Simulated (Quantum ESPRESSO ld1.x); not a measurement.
Problem. All-electron atom: Ir0.5+ in [Xe] 4f14 5d6 6s1 6p1.5 (fractional occupations, a model configuration). Calculated with ld1.x of Quantum ESPRESSO 7.5: Dirac Kohn-Sham, PW91, spin-unpolarised, spherical densities, point nucleus; open shells are shared between the two j in proportion to 2j + 1. Some entries of the table are withheld. Estimate them.

orbital,occ.,eigenvalue (hartree),<r^2> (bohr^2),r(max) (bohr)
1s1/2,2,-2794.31,0.0004193,0.01081
2s1/2,2,-488.741,0.006357,(1)
2p1/2,2,-468.155,0.004516,(2)
2p3/2,4,-408.318,0.005709,(3)
3s1/2,2,-114.573,0.04138,0.1759
3p1/2,2,(4),0.03783,0.1644
3p3/2,4,(5),0.04431,0.1790
3d3/2,4,(6),0.03412,0.1397
3d5/2,6,(7),0.03590,0.1437
4s1/2,2,-24.7189,(8),0.3976
4p1/2,2,-20.8333,0.2073,0.3965
4p3/2,4,-17.7337,0.2411,0.4268
4d3/2,4,-11.3697,0.2578,0.4211
4d5/2,6,-10.7945,0.2701,0.4305
5s1/2,2,-3.94502,1.070,0.8909
5p1/2,2,-2.72117,1.270,(9)
4f5/2,6,-2.70064,0.3454,0.3926
4f7/2,8,-2.58592,0.3556,0.3973
5p3/2,4,-2.21594,1.514,(10)
5d3/2,2.4,-0.59968,2.941,1.260
5d5/2,3.6,-0.54965,3.167,1.298
6s1/2,1,-0.45816,7.904,2.280
6p1/2,0.5,-0.24152,12.80,2.779
6p3/2,1,-0.20200,15.80,3.082

Solution. 
(1) 2s1/2 r(max) (bohr): 0.06249
(2) 2p1/2 r(max) (bohr): 0.04620
(3) 2p3/2 r(max) (bohr): 0.05336
(4) 3p1/2 eigenvalue (hartree): -105.361
(5) 3p3/2 eigenvalue (hartree): -92.2589
(6) 3d3/2 eigenvalue (hartree): -76.8931
(7) 3d5/2 eigenvalue (hartree): -74.0623
(8) 4s1/2 <r^2> (bohr^2): 0.2023
(9) 5p1/2 r(max) (bohr): 0.9459
(10) 5p3/2 r(max) (bohr): 1.026
